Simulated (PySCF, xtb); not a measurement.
C3H3F4, SMILES C(C(F)F)[C](F)F, multiplicity 2. Other conformers were not sampled.

Harmonic wavenumbers (cm⁻¹) from GFN2-xTB in xtb at its own minimum, in rising order: 41, 62, 139, 323, 338, 372, 466, 485, 535, 866, 904, 1019, 1046, 1089, 1137, 1189, 1226, 1267, 1275, 1322, 1396, 2859, 2898, 3002.

**Question.** What does PBE-D3(BJ)/def2-SVP run with PySCF give at its own minimum? (Estimate from the structure and the level; the computed values follow.)

**Answer.** 51, 94, 145, 332, 349, 463, 501, 541, 574, 862, 905, 1046, 1084, 1116, 1176, 1201, 1245, 1315, 1361, 1377, 1382, 2931, 2984, 3059. Paired by order, the mean absolute difference is 36 cm⁻¹ and the zero-point energies are 36.1 and 37.3 kcal/mol.
